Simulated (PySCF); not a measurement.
**Potential energy of NaTe⁺ along the bond**

Set-up: PySCF, scalar-relativistic core potentials, basis sets Na def2-SVPD, Te def2-SVPD with ECP28. Energies in eV from Na⁺ + Te in their ground configurations at the same level. State: ³Σ⁻ (triplet), unpaired electrons π ↑↑.

```tsv
R (Å)	UHF
2.719	-0.3144
2.845	-0.4729
2.971	-0.5642
3.066	-0.6013
3.161	-0.6189
3.256	-0.6220
3.382	-0.6098
3.540	-0.5780
3.730	-0.5267
3.983	-0.4518
```

Q: Put a parabola through the three lowest points of the UHF curve and estimate Re, k and ωe (reduced mass 19.53 u; 1 eV/Å² = 0.16022 mdyn/Å; ωe = 1302.8·√(k/μ) cm⁻¹).

A: Through R = 3.161, 3.256, 3.382 Å the second-order coefficient is 0.586 eV/Å², so Re ≈ 3.236 Å, k ≈ 0.188 mdyn/Å and ωe ≈ 128 cm⁻¹. A polynomial fit of higher order to the unrounded UHF energies gives Re = 3.231 Å, k = 0.206 mdyn/Å, ωe = 134 cm⁻¹; anharmonicity and rounding make the difference.

The higher-order fit for each curve: UHF: Re = 3.231 Å, ωe = 134 cm⁻¹, De = 0.62 eV.

Spin–orbit coupling is left out, which matters for elements this heavy, above all for dissociation energies. For an ion De counts to the pair picked by the measured ionisation energies or electron affinities, which need not be the lowest pair at this level. Hartree–Fock leaves out correlation, which carries a large part of most bond energies and some tenths to 1 eV of ionisation energies. The state is the lowest determinant that a PBE0 search found; another state may lie lower at other levels.
